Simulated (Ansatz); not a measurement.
The first iterations of a band of GaH6NO (9 atoms, charge 0, multiplicity 1).

Theory: RKS PBE/def2-SVP in Ansatz.

* movable images: 5
* climbing image: yes
* spring: 5.0 eV/Å²
* optimiser: quadratic models (default)
* start path: straight line
* force threshold: 0.05 eV/Å
* iteration limit: 60
* end points: relaxed

Initial state:

```xyz
9
Properties=species:S:1:pos:R:3
Ga 0.105 -0.056 0.227
H -0.003 -0.984 1.514
H 1.415 0.141 -0.643
O -1.472 0.190 -0.730
H -2.105 -0.538 -0.609
N -0.222 1.938 0.971
H -1.120 2.059 0.470
H 0.435 2.666 0.662
H -0.388 2.051 1.979
```

Final state:

```xyz
9
Properties=species:S:1:pos:R:3
Ga -0.170 0.701 -0.760
H 0.219 0.246 3.623
H 1.200 0.364 -1.439
O -1.758 0.010 -1.274
H -1.662 -0.618 -2.013
N -0.359 1.775 0.703
H -1.280 2.061 1.041
H 0.376 2.396 1.043
H 0.078 0.532 2.919
```

| iteration | highest image above the first end (eV) | largest band force component (eV/Å) |
| --- | --- | --- |
| 1 | 5.165 | 9.628 |
| 2 | 3.086 | 3.272 |
| 3 | 2.277 | 6.573 |
| 4 | 2.039 | 1.369 |
| 5 | 1.653 | 1.255 |

**Question.** Does the band converge within its limit, and where does its top end?

**Answer.** The forces met the threshold. It ended after 17 iterations with the highest image 1.519 eV above the first end. Neighbouring images differ by up to 1.2 eV, so the band resolves the path poorly. Another band between the same ends (5 images) ends at a top of the same energy, where a vibrational analysis finds 1 clearly imaginary mode. The orbitals stay closed-shell, which can raise the energy where a bond breaks towards radicals; this wasn't checked here.

Time of the run: 110 s on 2 threads of Arm Neoverse V2, on a shared host, peak memory 0.12 GiB.
